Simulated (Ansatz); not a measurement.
Relaxation of FH4Sn (6 atoms, charge 0, multiplicity 2), to a largest force component of 0.03 eV/Å in at most 50 steps.

Method: UKS PBE0-D4/def2-SVP in Ansatz.

```xyz
6
Properties=species:S:1:pos:R:3
Sn 0.000 0.000 -0.289
H 0.000 0.000 2.650
H 1.625 0.000 -0.824
H -0.812 1.407 -0.825
H -0.812 -1.407 -0.825
F 0.000 0.000 3.574
```

Question: Where does it end, and by what steps?

Answer: The forces met the threshold. After 3 steps the energy has fallen by 0.008 eV; H2 moved furthest, 0.17 Å.

```tsv
step	energy less start (eV)	largest force component (eV/Å)	accepted
0	0.0000	0.096	yes
1	-0.0060	0.226	yes
2	0.0109	0.974	no
3	-0.0077	0.023	yes
```

```xyz
6
Properties=species:S:1:pos:R:3
Sn 0.000 0.000 -0.215
H 0.003 0.000 2.476
H 1.636 0.000 -0.733
H -0.817 1.416 -0.735
H -0.817 -1.416 -0.735
F -0.002 0.000 3.404
```

Whether the end is a true minimum wasn't checked by a vibrational analysis.

Time of the run: 12 s on 2 threads of Arm Neoverse N1, with other jobs on the host, peak memory 0.15 GiB.
